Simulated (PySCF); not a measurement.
Ge(Me)(SH)3 (CH6GeS3), SMILES [SH][Ge]([CH3])([SH])[SH].

Geometry: B3LYP-D3(BJ)/def2-SVP. The values are those of a single conformer.

All values below come from TDDFT-B3LYP/def2-SVPD (PySCF).

Vertical excitations. 

**Question.** List the lowest excited states. (The exact figures need the calculation; the answer reports its results.)

**Answer.** 
```
state  energy (eV)  λ (nm)      f                            main pairs
-----  -----------  ------  -----  ------------------------------------
S1            4.77     260  0.016                        HOMO→LUMO 95 %
S2            4.92     252  0.031                      HOMO−1→LUMO 93 %
S3            5.20     239  0.014                      HOMO−2→LUMO 94 %
S4            5.69     218  0.023                      HOMO→LUMO+1 92 %
S5            5.82     213  0.064                    HOMO−1→LUMO+1 87 %
S6            6.07     204  0.026  HOMO−2→LUMO+1 59 %, HOMO→LUMO+2 17 %
S7            6.26     198  0.011  HOMO→LUMO+2 64 %, HOMO−2→LUMO+1 17 %
S8            6.32     196  0.005  HOMO−1→LUMO+2 64 %, HOMO→LUMO+3 16 %
S9            6.41     193  0.009  HOMO→LUMO+3 52 %, HOMO−1→LUMO+3 19 %
S10           6.48     191  0.005  HOMO−1→LUMO+3 54 %, HOMO−3→LUMO 14 %
T1            4.39     282      0                        HOMO→LUMO 93 %
T2            4.49     276      0                      HOMO−1→LUMO 93 %
T3            4.85     256      0                      HOMO−2→LUMO 93 %
T4            5.40     230      0                      HOMO→LUMO+1 76 %
```
Triplets are in the Tamm–Dancoff approximation, which puts them higher than full response would, so one can lie above its singlet here.
